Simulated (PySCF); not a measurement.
## Simulated characterisation data

- NMR shieldings at PBE0/pcSseg-1/GIAO
- GFN2-xTB structure
- run in PySCF
- averaged over atoms made equivalent by symmetry, fast rotation or ring inversion, relativity neglected, gas phase, one conformer

Chemical shifts δ = σref − σ; 1H (σ = 31.72 ppm), 13C (σ = 186.93 ppm) against TMS, all at this level. Splittings of carbon signals by F and P are missing where no couplings were computed. Where no couplings were computed, multiplicities follow the n + 1 count of equivalent neighbours, and m marks all less simple cases (inequivalent or close neighbours, rings, F or P nearby). Shifts are as computed. Against solution values, carbons near 30 ppm lie about +3 ppm off and those near 130 ppm about +5 ppm. Of 1211 compounds with measured shifts, 218 miss one by over three times the rms of a fit or turn the order of signals round; such compounds aren't used in these exercises.

**1.** `CN(C)[SiH2][Si@H](C)[SiH3]`, C3H15NSi3. 1H NMR (600 MHz, computed): δ 5.01 (m, 1H), 4.81 (m, 1H), 4.14 (m, 1H), 3.39 (d, 3H), 2.66 (s, 6H), 0.30 (d, 3H). 13C{1H} NMR (computed): δ 43.6 (CH3), -8.6 (CH3).

**2.** SMILES C(=C\C=C=CC=C)/C#N, C8H7N. 1H NMR (600 MHz, computed): δ 7.05 (m, 1H), 6.47 (m, 1H), 6.42 (m, 1H), 6.40 (m, 1H), 5.69 (m, 1H), 5.54 (m, 1H), 5.34 (d, 1H). 13C{1H} NMR (computed): δ 233.7, 156.3, 138.4, 126.9, 123.3, 104.3, 103.2, 100.9.

**3.** SMILES c1cpc(C2CC2)cn1, C7H8NP. 1H NMR (600 MHz, computed): δ 9.29 (m, 1H), 9.18 (m, 1H), 8.81 (m, 1H), 2.02 (m, 1H), 1.52 (m, 2H), 0.94 (m, 2H). 13C{1H} NMR (computed): δ 183.5, 155.9, 155.1, 154.3, 24.1, 22.9.

**4.** SMILES c1ccn2cccc2c1, C8H7N. 1H NMR (600 MHz, computed): δ 8.08 (d, 1H), 7.68 (d, 1H), 7.35 (m, 1H), 7.13 (m, 1H), 6.89 (m, 1H), 6.78 (m, 1H), 6.78 (m, 1H). 13C{1H} NMR (computed): δ 137.4, 128.0, 125.8, 121.2, 121.1, 116.8, 113.4, 105.1.
